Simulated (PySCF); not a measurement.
## Worked example: entropy of an ideal gas

H₆Te, SMILES [TeH6].

The structure is a stationary point at PBE-D3(BJ)/def2-TZVP. The def2 effective core potentials stand for the cores of Te; spin–orbit coupling is left out.

PySCF with PBE-D3(BJ)/def2-TZVP gives the harmonic wavenumbers 829, 829, 829, 892, 892, 892, 977, 977, 977, 1670, 1670, 1670, 1694, 1694, 1846 cm⁻¹ and the rotational temperatures 1.9549, 1.9549, 1.9549 K. The molar mass is 133.65 g/mol, the symmetry number 24, the spin multiplicity 1.

### Question
Work out the entropy at 298.15 K and 1 atm in the rigid-rotor, harmonic-oscillator model.

### Answer

Translation (Sackur–Tetrode at 1 atm): S = R[1.5 ln M + 2.5 ln T − 1.16487] = 169.8 J/(mol K).
Rotation: q = (√π/σ) T^1.5/√(θA θB θC) = 139, S = R[ln q + 3/2] = 53.5 J/(mol K).
Vibration: with u = 1.4388 ν/T, each mode gives R[u/(e^u − 1) − ln(1 − e^−u)]:
```json
[
 {"ν (cm⁻¹)": "829", "modes": "3", "u": "4.00", "S (J/(mol K))": "2.32"},
 {"ν (cm⁻¹)": "892", "modes": "3", "u": "4.30", "S (J/(mol K))": "1.81"},
 {"ν (cm⁻¹)": "977", "modes": "3", "u": "4.71", "S (J/(mol K))": "1.29"},
 {"ν (cm⁻¹)": "1670", "modes": "3", "u": "8.06", "S (J/(mol K))": "0.07"},
 {"ν (cm⁻¹)": "1694", "modes": "2", "u": "8.17", "S (J/(mol K))": "0.04"},
 {"ν (cm⁻¹)": "1846", "modes": "1", "u": "8.91", "S (J/(mol K))": "0.01"}
]
```
These are all the modes. Sum 5.5 J/(mol K).
Spin: R ln 1 = 0.0 J/(mol K).
Total 228.8 J/(mol K); the program's own thermochemistry gives 228.9. Translation makes up 74 % and vibration 2 %. Anharmonicity, hindered rotation and orbital degeneracy are left out.
